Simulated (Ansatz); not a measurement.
Reaction R1 → 2 P1, each structure at its B3LYP-D3(BJ)/def2-TZVP stationary point, reached from a drawn start (curvature not checked).
R1: N2 (SMILES N#N), charge 0, multiplicity 1.
P1: N atom, charge 0, multiplicity 4.

P less R. No zero-point or thermal terms; singlets are restricted closed shells; open shells are unrestricted.

Cores are frozen in the correlated methods.

Run with Ansatz (a quantum-chemistry and plane-wave program). No computed number here is a measurement.

PBE/def2-TZVPP gives 10.540 eV for the reaction energy.

Problem. Where do these levels fall relative to PBE: r2SCAN/def2-TZVPP, PBE0/def2-TZVPP, wB97M-V/def2-TZVPP, B2PLYP/def2-TZVPP, MP2/cc-pVQZ, CCSD(T)/cc-pVQZ.

Solution. r2SCAN/def2-TZVPP -1.013; PBE0/def2-TZVPP -0.780; wB97M-V/def2-TZVPP -0.560; B2PLYP/def2-TZVPP -0.626; MP2/cc-pVQZ -0.360; CCSD(T)/cc-pVQZ -0.893 eV. 0 of 6 lie above PBE; the widest gap is to r2SCAN/def2-TZVPP.
